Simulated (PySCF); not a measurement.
C₄H₁₁GaO, SMILES C[CH2][Ga]([CH3])[O]C, GFN2-xTB optimised geometry.

```
17

Ga    -0.87    -0.52     0.00
C     -2.24    -2.06     0.00
H     -2.88    -1.97    -0.88
H     -2.86    -1.98     0.89
H     -1.74    -3.03    -0.01
C      1.21    -0.52     0.00
C      1.79    -1.94    -0.01
H      1.55     0.02     0.89
H      1.55     0.04    -0.87
H      1.46    -2.48    -0.90
H      1.46    -2.50     0.86
H      2.88    -1.90    -0.01
O     -1.67     1.01     0.00
C     -2.08     2.36     0.00
H     -1.21     3.03    -0.04
H     -2.71     2.55    -0.87
H     -2.65     2.57     0.91
```

Density from PBE0/def2-SVP (PySCF) at that geometry.

Minimum of the electron density along straight lines between bonded atoms, close to the bond critical point (lines longer than 1.1 times the sum of covalent radii, or with two minima, are not listed):

| bond | length / Å | ρ at the minimum / e bohr⁻³ | ∇²ρ there / e bohr⁻⁵ | position (fraction from the first atom) |
|---|---|---|---|---|
| Ga1–C2 | 2.050 | 0.101 | … | 0.47 |
| C2–H3 | 1.091 | 0.269 | -0.95 | 0.63 |
| C2–H4 | 1.091 | 0.269 | -0.95 | 0.63 |
| C2–H5 | 1.089 | 0.271 | -0.96 | 0.62 |
| Ga1–C6 | 2.078 | 0.098 | 0.09 | 0.47 |
| C6–C7 | 1.525 | 0.240 | … | 0.50 |
| C6–H8 | 1.095 | 0.269 | -0.94 | 0.62 |
| C6–H9 | 1.095 | 0.269 | -0.94 | 0.62 |
| C7–H10 | 1.090 | 0.275 | -1.00 | 0.62 |
| C7–H11 | 1.090 | 0.275 | -1.00 | 0.62 |
| C7–H12 | 1.091 | 0.275 | -0.99 | 0.62 |
| Ga1–O13 | 1.727 | … | 1.01 | 0.49 |
| O13–C14 | 1.406 | 0.249 | -0.32 | 0.66 |
| C14–H15 | 1.093 | 0.281 | -1.06 | 0.63 |
| C14–H16 | 1.094 | 0.280 | -1.06 | 0.63 |
| C14–H17 | 1.094 | 0.280 | -1.06 | 0.63 |

Fill in the missing entries.


- Ga1–C2, ∇²ρ there / e bohr⁻⁵: 0.11
- C6–C7, ∇²ρ there / e bohr⁻⁵: -0.53
- Ga1–O13, ρ at the minimum / e bohr⁻³: 0.132
